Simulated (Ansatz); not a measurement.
Relaxation of a periodic cell of 35 atoms, C₃₃O₂ (surface graphene monolayer, adsorbate CO2), to a largest force component of 0.03 eV/Å in at most 60 steps.

All numbers below come from DFT PBE, scalar-relativistic, plane waves, PAW (Ansatz 0.2.0). Settings: cutoff 420 eV, k mesh 2x2x1, fermi-dirac smearing 0.02 eV, no spin polarisation.

```xyz
35
Lattice="9.8640 0.0000 0.0000 -4.9320 8.5425 0.0000 0.0000 0.0000 12.0000" Properties=species:S:1:pos:R:3:forces:R:3
C 0.000 0.000 1.000 -0.13 0.04 -0.09
C 1.233 0.712 1.000 0.04 0.07 0.04
C -1.233 2.136 1.000 0.63 0.67 -2.88
C 0.000 2.847 1.000 -0.11 0.00 -0.46
C -2.466 4.271 1.000 -0.02 0.03 0.04
C -1.233 4.983 1.000 0.05 0.03 0.02
C -3.699 6.407 1.000 0.02 0.02 -0.01
C -2.466 7.119 1.000 0.00 -0.01 0.00
C 2.466 0.000 1.000 0.01 0.03 0.00
C 3.699 0.712 1.000 -0.03 0.09 0.03
C 1.233 2.136 1.000 -0.02 -0.08 0.02
C 2.466 2.847 1.000 0.00 -0.02 0.00
C 0.000 4.271 1.000 -0.04 0.00 0.00
C 1.233 4.983 1.000 -0.01 -0.02 0.00
C -1.233 6.407 1.000 0.02 0.02 0.00
C 0.000 7.119 1.000 0.04 -0.05 0.01
C 4.932 0.000 1.000 0.23 0.10 -0.32
C 6.165 0.712 1.000 -0.67 -0.81 -2.57
C 3.699 2.136 1.000 -0.04 -0.10 0.03
C 4.932 2.847 1.000 0.17 -0.04 -0.14
C 2.466 4.271 1.000 -0.01 0.00 0.00
C 3.699 4.983 1.000 0.00 -0.03 0.00
C 1.233 6.407 1.000 -0.07 -0.01 0.02
C 2.466 7.119 1.000 0.03 -0.01 0.04
C 7.398 0.000 1.000 0.05 -0.29 -0.86
C 8.631 0.712 1.000 0.39 -0.78 -1.89
C 6.165 2.136 1.000 -0.55 0.75 -2.17
C 7.398 2.847 1.000 -0.15 0.38 -1.12
C 4.932 4.271 1.000 0.00 0.00 0.01
C 6.165 4.983 1.000 0.00 0.01 0.01
C 3.699 6.407 1.000 0.00 0.00 0.01
C 4.932 7.119 1.000 -0.01 0.02 0.01
C 7.435 1.505 2.910 -0.07 0.02 4.35
O 6.293 1.251 3.010 0.88 0.20 3.82
O 8.577 1.759 3.010 -0.61 -0.22 4.04
```

Q: Where does it end, and by what steps?

A: The run converged. The force dipped under the threshold on the way, but the program's further checks kept it going. Limits of this set-up: slab without dipole correction, no dispersion correction for a molecule that may bind weakly. After 13 steps the energy has fallen by 4.247 eV; C33 moved furthest, 1.78 Å.

```
step  energy less start (eV)  largest force component (eV/Å)  accepted
   0                  0.0000                           4.350       yes
   1                 -2.2879                           2.700       yes
   2                 -3.3092                           1.667       yes
   3                 -3.7637                           1.074       yes
   4                 -3.9980                           0.676       yes
   5                 -4.1295                           0.321       yes
   6                 -4.1975                           0.128       yes
   7                 -4.2304                           0.084       yes
   8                 -4.2420                           0.353       yes
   9                 -4.2448                           0.259       yes
  10                 -4.2464                           0.008       yes
  11                 -4.2464                           0.008       yes
  12                 -4.2472                           0.017       yes
  13                 -4.2475                           0.006       yes
```

```xyz
35
Lattice="9.8640 0.0000 0.0000 -4.9320 8.5425 0.0000 0.0000 0.0000 12.0000" Properties=species:S:1:pos:R:3
C -0.017 -0.002 0.840
C 1.216 0.710 0.840
C -1.250 2.134 0.840
C -0.017 2.846 0.840
C -2.483 4.270 0.840
C -1.250 4.981 0.840
C -3.716 6.405 0.840
C -2.483 7.117 0.840
C 2.449 -0.002 0.840
C 3.682 0.710 0.839
C 1.216 2.134 0.840
C 2.449 2.846 0.840
C -0.017 4.269 0.840
C 1.216 4.981 0.840
C -1.250 6.405 0.840
C -0.017 7.117 0.840
C 4.915 -0.002 0.839
C 6.148 0.710 0.838
C 3.682 2.134 0.840
C 4.915 2.846 0.839
C 2.449 4.269 0.840
C 3.682 4.981 0.840
C 1.216 6.405 0.840
C 2.449 7.117 0.840
C 7.381 -0.002 0.839
C 8.614 0.710 0.840
C 6.148 2.134 0.839
C 7.381 2.846 0.840
C 4.915 4.269 0.840
C 6.148 4.981 0.840
C 3.682 6.405 0.840
C 4.915 7.117 0.840
C 7.617 1.524 4.685
O 6.465 1.324 4.641
O 8.770 1.724 4.732
```

Whether the end is a true minimum wasn't checked by a vibrational analysis.

Run time: 2.7 min on 2 threads of Intel(R) Xeon(R) Platinum 8259CL CPU @ 2.50GHz (Skylake/Cascade Lake), on a shared host, peak memory 1.8 GiB.
